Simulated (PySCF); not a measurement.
Working out the ionisation energy of Cr

Cr [Ar] 3d5 4s1 (7S) → Cr⁺ [Ar] 3d5 (6S). Calculation: PySCF 2.14, in def2-QZVPPD; the non-relativistic Hamiltonian (point nucleus). Frozen: [Ar]. Energies in hartree (1 hartree = 27.21139 eV):

```json
{"part": "UHF", "Cr (lower)": "-1043.355848", "Cr⁺ (upper)": "-1043.138807"}
{"part": "CCSD correlation", "Cr (lower)": "-0.104020", "Cr⁺ (upper)": "-0.085339"}
{"part": "(T)", "Cr (lower)": "-0.003130", "Cr⁺ (upper)": "-0.001756"}
```

Question: What does Hartree-Fock give?

Answer: (-1043.138807) − (-1043.355848) = 0.217041 hartree = 5.906 eV.

Question: What do CCSD and CCSD(T) give?

Answer: The CCSD correlation energies differ by 0.018681 hartree = 0.508 eV and the triples by 0.001374 hartree = 0.037 eV, so CCSD gives 6.414 eV and CCSD(T) 6.451 eV.

Measured between the centres of the two terms (NIST): 6.767 eV, so CCSD(T) (valence) is off by -0.316 eV.

The calculation is non-relativistic.

What remains against the reference includes basis incompleteness, the frozen core and higher excitations.
